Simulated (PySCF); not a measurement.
Radial density of Pd (palladium, neutral)

UHF, [Kr] 4d10, closed-shell 1S. Computed with PySCF 2.14 in x2c-SVPall (6s5p5d1f, 53 functions), with scalar relativity by spin-free X2C-1e.

```csv
r (bohr),4πr²ρ (e/bohr)
0.0267,57.54
0.0449,49.74
0.0756,66.93
0.127,66.35
0.214,49.66
0.360,53.06
0.605,16.43
1.02,16.90
1.71,5.913
2.88,0.9102
4.84,0.05068
8.15,0.0004201
```

Densities and radii are taken from the X2C orbitals without a picture-change correction, which distorts them close to the nucleus.
